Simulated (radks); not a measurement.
Excited configurations of K: one electron is placed in a higher orbital outside [Ar]. The ground configuration is [Ar] 4s1. Calculated with a radial shooting solver on a logarithmic mesh with Libxc functionals: scalar-relativistic Kohn-Sham, r2SCAN, spin-polarised, spherical densities, finite nucleus; open shells are filled with parallel spins first; meta-GGA in the generalised Kohn-Sham scheme; Fermi nuclear charge, rms radius 3.4349 fm. Excitation = E - E(ground); binding = E(ion) - E, where the ion is the core of charge +1; n* = 1/sqrt(2 binding) in atomic units, and the quantum defect is n - n*.

| outer orbital | excitation (eV) | binding (eV) | n* | quantum defect | eigenvalue (eV) | <r> (bohr) |
|---|---|---|---|---|---|---|
| 3d | 2.580 | 1.689 | 2.838 | 0.162 | -0.633 | 8.767 |
| 4p | 1.597 | 2.671 | 2.257 | 1.743 | -1.495 | 6.865 |
| 4d | 3.113 | 1.155 | 3.432 | 0.568 | -0.561 | 15.56 |
| 5s | 2.464 | 1.804 | 2.746 | 2.254 | -1.113 | 11.59 |
| 5p | 2.916 | 1.352 | 3.172 | 1.828 | -0.827 | 14.88 |
| 6s | 3.270 | 0.999 | 3.691 | 2.309 | -0.630 | 21.02 |
| 6f | 3.841 | 0.428 | 5.641 | 0.359 | -0.267 | 46.49 |
| 7d | 3.882 | 0.387 | 5.933 | 1.067 | -0.254 | 55.38 |

The Delta-SCF ionisation energy is 4.269 eV (NIST Atomic Spectra Database: 4.341 eV, measured). Self-interaction in the functional shifts the binding energies and quantum defects, so they are the method's values and not measured ones.
